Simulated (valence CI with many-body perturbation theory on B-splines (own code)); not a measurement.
**Yb55+: magnetic and hyperfine properties of the levels**

Calculated by configuration interaction combined with many-body perturbation theory (CI+MBPT): five valence electrons over a frozen Dirac-Fock core [Ne], a basis of 9 s, 9 p, 8 d, 6 f, 3 g, 1 h functions for each j, with the one-electron correlation potential Σ1, the two-electron term Σ2, the three-electron term Σ3, Breit, model QED; selected CI, second order for the rest (own B-spline code, finite nucleus).

No measured spectrum was set against this ion. As an estimate, large intervals hold to a few tenths of a per cent, small ones and those within an open d or f shell to about a per cent. Among the levels kept, up to 570 cm⁻¹ of a level comes from second order outside the variational space, and about a tenth of that is noise between levels of different J, which matters for small intervals.

A/g_I is the dipole constant over the nuclear g factor μ/I (μ in nuclear magnetons, uniformly magnetised nucleus), B/Q the quadrupole constant per barn. Both hold the static response of the core; the bare values leave it out. Large factors of s and p1/2 electrons are usually good to 5 to 10 %; those of open d and f shells near neutrality can be off by tens of per cent, and small factors of p3/2, d and f electrons come from cancelling terms and can be off by a factor of two or in sign, in half-filled shells by more. B is blank for J = 1/2, where it vanishes, and for nearly pure S terms. Energies count from the lowest level.

Levels are named by their leading jj configuration (3d3/2^4 stands for four electrons in 3d with j = 3/2), which in mixed levels can hold well under half, so a name can repeat and another be missing. Letters in brackets count levels of one name in rising energy.

```tsv
Level	E (× 10³ cm⁻¹)	g	A/g_I (MHz)	A/g_I bare	B/Q (MHz/b)	B/Q bare
(3s^2 3p1/2^2 3p3/2) J=3/2	0.00	1.348	170000	170000	328000	324000
(3s^2 3p1/2^2 3d3/2) J=3/2	1723.9	0.778	91400	93800	53100	55000
(3s^2 3p1/2 3p3/2^2) J=3/2	2092.5	1.453	-72700	-68100	29100	28700
(3s^2 3p1/2 3p3/2^2) J=5/2	2182.2	1.188	424000	418000	-867	-850
(3s^2 3p1/2 3p3/2^2) J=1/2	2297.2	0.650	1420000	1390000		
(3s^2 3p1/2^2 3d5/2) J=5/2	2323.4	1.199	43900	46300	42700	45100
(3s 3p1/2^2 3p3/2^2) J=5/2	3381.1	1.459	937000	921000	79900	78700
(3s 3p1/2^2 3p3/2^2) J=3/2	3608.0	1.148	-492000	-477000	-40000	-39300
(3s 3p1/2^2 3p3/2^2) J=1/2	3617.7	2.067	3810000	3730000		
(3s^2 3p1/2 3p3/2 3d3/2) J=5/2 [a]	3799.0	0.956	318000	315000	-36700	-35000
(3s^2 3p1/2 3p3/2 3d3/2) J=1/2 [a]	3822.6	0.209	524000	518000		
(3s^2 3p1/2 3p3/2 3d3/2) J=3/2 [a]	3822.9	0.905	314000	312000	-206000	-203000
(3s^2 3p1/2 3p3/2 3d3/2) J=7/2	3891.6	1.027	315000	312000	355000	352000
(3s^2 3p1/2 3p3/2 3d3/2) J=5/2 [b]	4113.4	1.167	53200	56100	338000	334000
(3s^2 3p1/2 3p3/2 3d3/2) J=1/2 [b]	4185.7	1.666	981000	962000		
(3s^2 3p1/2 3p3/2 3d3/2) J=3/2 [b]	4187.7	1.224	-35900	-31000	14900	13700
(3s^2 3p1/2 3p3/2 3d5/2) J=7/2 [a]	4306.4	1.303	-59100	-54600	369000	367000
(3s^2 3p1/2 3p3/2 3d5/2) J=3/2 [a]	4394.0	1.341	-203000	-195000	-126000	-123000
(3s^2 3p3/2^3) J=3/2	4403.7	1.301	179000	178000	-356000	-351000
(3s^2 3p1/2 3p3/2 3d5/2) J=9/2	4404.2	1.184	235000	233000	362000	360000
(3s^2 3p1/2 3p3/2 3d5/2) J=5/2 [a]	4422.3	1.123	306000	303000	-243000	-239000
(3s^2 3p1/2 3p3/2 3d5/2) J=5/2 [b]	4584.6	1.268	-49300	-45300	29300	30300
(3s^2 3p1/2 3p3/2 3d5/2) J=7/2 [b]	4588.4	1.119	269000	266000	7630	9530
(3s^2 3p1/2 3p3/2 3d5/2) J=3/2 [b]	4653.2	0.930	419000	413000	37500	37700
(3s^2 3p1/2 3p3/2 3d5/2) J=1/2	4682.4	1.230	-423000	-410000		
(3s 3p1/2^2 3p3/2 3d3/2) J=5/2 [a]	5068.8	1.265	735000	724000	101000	98700
(3s 3p1/2^2 3p3/2 3d3/2) J=3/2 [a]	5085.4	1.266	421000	416000	2070	678
(3s 3p1/2^2 3p3/2 3d3/2) J=1/2 [a]	5100.7	2.407	2240000	2200000		
(3s 3p1/2^2 3p3/2 3d3/2) J=7/2	5145.5	1.259	701000	691000	338000	335000
(3s 3p1/2^2 3p3/2 3d3/2) J=3/2 [b]	5284.6	1.002	349000	345000	-178000	-175000
(3s 3p1/2^2 3p3/2 3d3/2) J=5/2 [b]	5376.6	0.876	-169000	-162000	199000	198000
(3s 3p1/2^2 3p3/2 3d3/2) J=1/2 [b]	5408.1	0.558	706000	693000		
(3s 3p1/2 3p3/2^3) J=3/2 [a]	5564.5	1.486	727000	715000	-297000	-293000
(3s 3p1/2^2 3p3/2 3d5/2) J=9/2	5581.2	1.352	553000	546000	356000	354000
(3s^2 3p1/2 3d3/2^2) J=5/2	5624.4	0.777	265000	263000	76300	75900
(3s 3p1/2 3p3/2^3) J=5/2	5697.4	1.291	1120000	1100000	-382000	-377000
(3s 3p1/2^2 3p3/2 3d5/2) J=5/2 [a]	5705.0	1.379	810000	797000	-178000	-176000
(3s 3p1/2^2 3p3/2 3d5/2) J=7/2 [a]	5766.3	1.256	388000	384000	187000	187000
(3s 3p1/2^2 3p3/2 3d5/2) J=3/2 [a]	5778.8	1.135	-394000	-381000	-169000	-167000
(3s 3p1/2 3p3/2^3) J=1/2	5850.1	1.370	-1130000	-1100000
```

Question: Take the isotope of mass number 171, with I = 1/2, μ = 0.4923 μN. What is the hyperfine structure of (3s^2 3p1/2^2 3p3/2) J=3/2?

Answer: From the table A = 168000 MHz. Shifts from the centre of gravity in MHz: F = 1: -210000, F = 2: 126000.
